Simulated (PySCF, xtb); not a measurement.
B(H)(OH)(OSiH3) (BH₅O₂Si), SMILES OBO[SiH3].

GFN2-xTB (xtb) at its own geometry gives an orbital gap of 6.28 eV and a dipole moment of 1.63 D.

Geometry: B3LYP-D3(BJ)/def2-SVP. The values are those of a single conformer.

Task: What does ωB97X/def2-TZVP (PySCF) give? (Estimate from the structure and the level; the computed values follow.)

Result: gap 13.73 eV (levels -11.57 and 2.15 eV), dipole 1.54 D.
